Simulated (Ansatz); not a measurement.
`C#CCBCC` + H₂ → `CBCC` + `C#C`  (hydrogenolysis of a C–C bond)

Calculated with Ansatz (gas phase, PBE0-D4/def2-TZVP geometries, no zero-point term in ΔE). CCSD(T)/CBS adds triple-zeta CCSD(T) − MP2 to the extrapolated MP2 energy (def2 sets, frozen cores). This one scheme is used for every species. DFT in def2-TZVPP. B3LYP here is the variant with VWN-RPA as its local correlation; programs differ in this. Each species was taken in one conformer, which may not be the lowest.

```json
{"level": "PBE0-D4", "ΔE (kJ/mol)": "-33.4", "difference from CCSD(T)/CBS": "7.2"}
{"level": "ωB97X-V", "ΔE (kJ/mol)": "-40.2", "difference from CCSD(T)/CBS": "0.4"}
{"level": "B2PLYP", "ΔE (kJ/mol)": "-44.3", "difference from CCSD(T)/CBS": "-3.7"}
{"level": "PBE", "ΔE (kJ/mol)": "-35.9", "difference from CCSD(T)/CBS": "4.7"}
{"level": "r2SCAN", "ΔE (kJ/mol)": "-34.9", "difference from CCSD(T)/CBS": "5.7"}
{"level": "B3LYP", "ΔE (kJ/mol)": "-49.1", "difference from CCSD(T)/CBS": "-8.5"}
{"level": "HF/def2-TZVPP", "ΔE (kJ/mol)": "-64.2", "difference from CCSD(T)/CBS": "-23.6"}
{"level": "CCSD/def2-TZVPP", "ΔE (kJ/mol)": "-46.7", "difference from CCSD(T)/CBS": "-6.1"}
{"level": "HF/def2-QZVPP", "ΔE (kJ/mol)": "-64.1", "difference from CCSD(T)/CBS": "-23.5"}
{"level": "MP2/def2-QZVPP", "ΔE (kJ/mol)": "-31.2", "difference from CCSD(T)/CBS": "9.4"}
{"level": "CCSD(T)/CBS", "ΔE (kJ/mol)": "-40.6", "difference from CCSD(T)/CBS": "0"}
```

Largest T1 diagnostic among the species: 0.013.

From PBE to PBE0 (25 % exact exchange), in def2-TZVPP and without D4, ΔE moves by −4.0 kJ/mol. In def2-TZVPP, CCSD(T) changes the Hartree–Fock value by +23.3 kJ/mol (the triples alone add +5.8 kJ/mol) and MP2 by +32.7 kJ/mol. The D4 term adds +11.3 kJ/mol with B3LYP and +6.5 kJ/mol with PBE0; it sums over pairs of atoms, weighted by their polarisabilities, and B3LYP, whose exchange is more repulsive, gets the larger term.
